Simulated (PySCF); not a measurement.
C₈H₁₂NP.
Geometry (GFN2-xTB, Å), atoms numbered from 1 in this order:
```
atom  x, y, z in Å
C1     3.0678   -0.8475   -1.1140
C2     1.7764   -1.0498   -0.9382
C3     1.0931   -1.0563    0.4005
N4    -0.0734   -0.2055    0.3905
C5    -1.3198   -0.6795    0.1182
C6    -2.2836    0.2803    0.0665
C7    -3.7303    0.0156   -0.1995
P8    -1.5893    1.8838    0.3687
C9    -0.0392    1.1423    0.5409
C10    1.2404    1.8518    0.8275
H11    3.5162   -0.8560   -2.0925
H12    3.7346   -0.6741   -0.2845
H13    1.1188   -1.2160   -1.7814
H14    1.7843   -0.7317    1.1823
H15    0.7628   -2.0754    0.6316
H16   -1.4594   -1.7377   -0.0246
H17   -3.8904   -1.0403   -0.4105
H18   -4.3362    0.2945    0.6622
H19   -4.0769    0.5999   -1.0511
H20    1.9752    1.6711    0.0418
H21    1.6700    1.5297    1.7783
H22    1.0486    2.9201    0.8865
```

Probes without a nucleus sit at each ring's centroid and 1 Å off its mean plane on both sides; NICS is minus the shielding there, NICSzz its component along the normal. Level: GIAO PBE0/pcSseg-1 (PySCF, non-relativistic, gas phase) on the GFN2-xTB geometry, one conformer.

Ring bond lengths (Å), with Mayer bond orders in brackets: N4–C5 1.361 (1.09), C5–C6 1.361 (1.53), C6–P8 1.773 (1.19), P8–C9 1.727 (1.42), C9–N4 1.357 (1.17).

Question: What do the NICS probes read (ppm)?

Answer: 
```tsv
ring	type	NICS(0)	NICS(1), two faces	NICS(1)zz, two faces	rms pucker (Å)	centre to ring atoms, mean (Å)
N4–C5–C6–P8–C9	5-membered ring with N and P; formal bonds all aromatic	-11.2	-10.1 / -10.2	-23.8 / -24.2	0.00	1.28
```

Question: What can be read from them?

Answer: 
- N4–C5–C6–P8–C9: mean NICS(1)zz -24.0 ppm, shielded.

Question: What does the geometric index give? Use HOMA with the parameters of Krygowski (1993).

Answer: 
- N4–C5–C6–P8–C9: HOMA 0.79; the largest term is that of C6–P8, α(R − Ropt)² = 0.67.

Question: At the first NICS(1) probe listed for ring N4–C5–C6–P8–C9, 1 Å off the ring, how large is the induced field along the normal in 11.7 T applied along it?

Answer: NICSzz × B0 = -23.8 ppm × 11.7 T = -278 μT, against the applied field.

Question: Give the inner angles of the rings and the Hirshfeld charges of the ring atoms.

Answer: 
- N4–C5–C6–P8–C9: N4 113.0° (-0.002 e), C5 114.2° (-0.043 e), C6 110.7° (-0.084 e), P8 88.9° (-0.027 e), C9 113.1° (-0.018 e); sum 540.0° against 540° for a flat convex ring.

Question: What are the shieldings of the ring atoms and their hydrogens in the same run (means over atoms taken as equivalent)?

Answer: 
```
atoms                          environment  σ isotropic (ppm)  principal values of the symmetric part, first atom (ppm)
   N4                pyrrole-type nitrogen               66.9                                        -20.8, 57.0, 164.5
   C5  aromatic CH next to a ring nitrogen               55.3                                        -19.3, 84.1, 101.1
   C6          substituted aromatic carbon               36.7                                        -71.9, 23.4, 158.7
   P8             phosphorus bonded to 2 C              191.8                                        82.7, 102.6, 390.0
   C9          substituted aromatic carbon               12.9                                       -124.5, 38.4, 124.7
  H16                    aromatic hydrogen              24.69                                          21.2, 25.2, 27.6
```
